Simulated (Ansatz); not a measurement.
Ansatz (an electronic-structure program) input:

Ansatz 0.2 input:
```yaml
crystal:
  periodic: [false, false, false]
  atoms:
    - {symbol: Be, position_ang: [0.00000000, 0.00000000, 0.00000000]}
    - {symbol: H, position_ang: [0.00000000, 0.00000000, 1.33008694]}
    - {symbol: H, position_ang: [-0.00000000, -0.00000000, -1.33008694]}
basis:
  gaussian:
    orbitals: def2-TZVPD
hamiltonian:
  xc: {name: BHLYP}
magnetization: {spin_polarized: true, initial_magnetization: 2}
```

Q: Predict the final energy.

A: -15.67976 Eh (BHLYP/def2-TZVPD). The basis has 40 functions.

This state (charge 0, triplet) is run at the relaxed geometry of the species with charge 0 and multiplicity 1, and is a spin state other than that species' own.
